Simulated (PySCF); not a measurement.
**Aluminium: a sound run and one with changed settings**

Sound run: Al⁺ [Ne] 3s2, Al²⁺ [Ne] 3s1. All numbers are calculated (PySCF 2.14, the spin-free X2C one-electron Hamiltonian (Gaussian nucleus), in x2c-TZVPall). The sound run starts from symmetry-adapted Hartree-Fock orbitals and uses a fine grid where one is needed.

Changed run: 14 angular points. This setting is unsound on purpose.

| species | method | sound run (hartree) | changed run (hartree) | converged |
| --- | --- | --- | --- | --- |
| Al⁺ | UHF | -242.10475 | -242.10475 | yes |
| Al⁺ | r2SCAN | -242.54352 | -242.54352 | yes |
| Al⁺ | MN15 | -242.56554 | -242.56554 | yes |
| Al²⁺ | UHF | -241.45947 | -241.45947 | yes |
| Al²⁺ | r2SCAN | -241.86685 | -241.86685 | yes |
| Al²⁺ | MN15 | -241.87910 | -241.87910 | yes |

Ionisation energy of Al⁺:

```
method  sound run (eV)  changed run (eV)
   UHF          17.559            17.559
r2SCAN          18.413            18.413
  MN15          18.679            18.679
```

Here the setting changes nothing at the digits shown.

For comparison, NIST gives 18.829 eV between the lowest levels.
